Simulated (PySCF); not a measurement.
F₃OTa, SMILES [O]=[Ta]([F])([F])[F] (connectivity only; charge and spin as stated), charge -1, multiplicity 2. Atoms are numbered in the order given.

```xyz
5

Ta    -0.0315     0.0715     0.0000
O      0.7981     1.6294     0.0000
F      0.7326    -1.7657     0.0000
F     -0.5931    -0.1314     1.8591
F     -0.5931    -0.1314    -1.8591
```
Charge -1, spin multiplicity 2.

The structure is a stationary point at B3LYP-D3(BJ)/def2-SVPD. The multiplicity is an assumed one; other spin states were not compared. The isomer is the one that the SMILES or the coordinates give; other isomers of the formula were not compared. The def2 effective core potentials stand for the cores of Ta; spin–orbit coupling is left out.

These are PBE0/def2-SVPD (PySCF) values and carry that method's errors.

Mulliken values depend strongly on the basis, most of all with diffuse functions as here. ESP charges are fitted to the potential on shells at 1.4 to 2.0 van der Waals radii. Atomic charges (e):

```
atom  ESP fit  Mulliken  Mulliken spin
----  -------  --------  -------------
Ta1       [?]      1.75           1.13
O2        [?]     -0.78          -0.04
F3        [?]     -0.69           0.00
F4        [?]     -0.64          -0.05
F5        [?]     -0.64          -0.05
```

### Question
Complete the blanks. (The exact figures need the calculation; the answer reports its results.)

### Answer

- Ta1, ESP fit: 0.75
- O2, ESP fit: -0.58
- F3, ESP fit: -0.35
- F4, ESP fit: -0.41
- F5, ESP fit: -0.41
